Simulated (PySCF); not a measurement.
## Fe²⁺ (iron, charge +2) across methods

[Ar] 3d6, high-spin 5D determinant. Calculation: PySCF 2.14, in x2c-TZVPPall with one added diffuse shell each of s, p, d, f type (7s6p5d3f1g, 80 functions); scalar relativity by spin-free X2C-1e.

```
   method  E (hartree)  mean ε 3p β (eV)  mean ε 3d α (eV)  mean ε 3d β (eV)  Σ⟨r²⟩ (bohr²)   ⟨S²⟩
    TPSSh    -1271.725           -77.184           -28.046           -24.620          16.19  6.001
   r2SCAN    -1271.677           -76.486           -27.517           -23.636          16.14  6.002
  wB97X-V    -1271.576           -81.475           -32.022           -28.365          16.16  6.002
      PBE    -1271.458           -75.638           -27.173           -23.664          16.32  6.001
BHandHLYP    -1271.703           -82.206           -32.154           -27.932          16.04  6.003
     PBE0    -1271.494           -78.949           -29.696           -25.760          16.13  6.002
      UHF  -1270.53915           -87.481           -36.620           -31.052          15.82  6.004
    HSE06    -1271.511           -78.560           -29.262           -25.366          16.15  6.002
      LDA    -1269.130           -75.795           -27.434           -23.656          16.34  6.002
```
